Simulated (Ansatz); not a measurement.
Basis sets compared for the cluster Si₉⁻. The state is a doublet with charge -1. Geometry PBE-D4/def2-SVP. Ansatz on 4 threads of Arm Neoverse V1 on a shared host; times are rough, and most runs start from earlier orbitals.

```xyz
9

Si    0.709   -0.023    1.014
Si    1.636   -2.194    0.822
Si   -0.526   -1.360   -2.458
Si    0.595    1.598    2.719
Si   -0.473   -2.035   -0.206
Si    1.562   -0.792   -1.235
Si   -0.623    0.469   -0.958
Si   -1.834    2.488   -0.866
Si   -1.047    1.850    1.168
```

The structure comes from a short search, and lower isomers may exist.

```tsv
level	functions	energy (Eh)	HOMO (eV)	LUMO (eV)	wall time
PBE-D4/def2-SVPD	216	-2603.4139	-1.05	-0.52	12 s
PBE0-D4/def2-SVPD	216	-2603.6182	-1.84	0.09	23 s
```

**Question.** Estimate the rows for PBE-D4/def2-TZVPD, PBE0-D4/def2-TZVPD (with forces).

**Answer.** 
```csv
level,functions,energy (Eh),HOMO (eV),LUMO (eV),wall time
PBE-D4/def2-TZVPD,387,-2604.3018,-1.08,-0.55,27 s
PBE0-D4/def2-TZVPD (with forces),387,-2604.4984,-1.85,0.08,70 s
```
